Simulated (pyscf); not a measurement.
PySCF, gas phase, ωB97X-D3(BJ)/def2-SVP geometries. Correlated levels are frozen-core, on RHF or UHF. ΔMP2 is the change of the MP2 total energy from the triple- to the quadruple-zeta basis. Singlets are restricted, triplets unrestricted.

Singlet (Å):
```xyz
6

F      0.0007    -0.1884     1.8863
C     -0.7952     0.6333     1.2495
Si    -1.2343    -0.0939    -0.5112
H     -2.7215    -0.1998    -0.5168
H     -0.6136    -1.4090    -0.8540
H     -0.8033     0.9566    -1.4772
```

Triplet (Å):
```xyz
6

F      1.3795    -1.5840    -1.0236
C      1.2675    -0.2877    -0.8819
Si    -0.0545     0.7074    -0.0336
H     -1.3868     0.4786    -0.6681
H     -0.1463     0.3508     1.4137
H      0.3523     2.1277    -0.1891
```

Task: For these two minima of F–C:–SiH₃ (SMILES F[C][SiH3]), which spin state lies lower at CCSD(T)/def2-TZVPP + ΔMP2(QZVPP), and by how much (electronic energies)?

Result: The triplet, by 12.6 kJ/mol. Zero-point energy shifts E(triplet) − E(singlet) by +2.5 kJ/mol. F–C:–SiH₃ [triplet] lies 166.7 kJ/mol over its isomer F–CH=SiH₂, and others may lie lower still (electronic energy, ωB97M-D3(BJ)). 

E(triplet) − E(singlet) by level (kJ/mol):

| level | gap |
|---|---|
| ωB97X-D3(BJ)/def2-TZVP | -17.9 |
| PBE/def2-TZVP | -26.3 |
| r²SCAN/def2-TZVP | -55.0 |
| B3LYP-D3(BJ)/def2-TZVP | -23.6 |
| PBE0-D3(BJ)/def2-TZVP | -41.1 |
| M06-2X/def2-TZVP | -26.6 |
| ωB97M-D3(BJ)/def2-TZVP | -7.9 |
| HF/def2-TZVP | -100.7 |
| MP2/def2-QZVPP | -25.8 |
| CCSD/def2-TZVPP | -24.2 |
| CCSD(T)/def2-TZVPP | -16.3 |
| CCSD(T)/def2-TZVPP + ΔMP2(QZVPP) | -12.6 |

The triplet is the lowest one reached from the SCF start used. A restricted singlet here is unstable towards spin polarisation, as is usual where a triplet lies low; its energy is less safe. The CCSD(T) − MP2 part came from Ansatz, without density fitting, on the same reference.
